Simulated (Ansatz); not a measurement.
System: C4H9O, net charge 0, doublet state. It need not be the lowest isomer of its formula. SMILES: C[C](CO)C
Structure (B3LYP-D3(BJ)/def2-TZVP (Ansatz, an electronic-structure program) minimum search):
```xyz
14

C     -1.6952    -0.8016    -0.3314
C     -0.4756     0.0081    -0.0631
C     -0.4707     1.4530    -0.4183
C      0.8195    -0.7054     0.0899
O      1.7387     0.0865     0.8451
H     -2.6006    -0.2652    -0.0361
H     -1.6756    -1.7579     0.1962
H     -1.8097    -1.0309    -1.4038
H     -0.3892     1.5972    -1.5089
H      0.3693     1.9722     0.0409
H     -1.3992     1.9400    -0.1102
H      0.6523    -1.6753     0.5763
H      1.2530    -0.9198    -0.9066
H      2.6219    -0.2772     0.7284
```
Charge 0, spin multiplicity 2.

Computed values are from Ansatz. Correlated levels leave the core frozen unless marked. Open shells are spin-unrestricted. No spin-orbit coupling. Non-relativistic. CBS marks a two-point X^-3 extrapolation of the correlation energy; Hartree-Fock from the larger set.

Q: What is the T1 diagnostic at CCSD/cc-pVQZ?

A: 0.012.

Q: What is the dipole moment at CCSD(T)/aug-cc-pVDZ?

A: 1.61 D.

Q: What is the total energy at CCSD(T)/CBS(cc-pVTZ,cc-pVQZ)?

A: -232.7224 Eh.

Q: What is the atomisation energy De at CCSD(T)/CBS(cc-pVTZ,cc-pVQZ)?

A: 1293.4 kcal/mol.
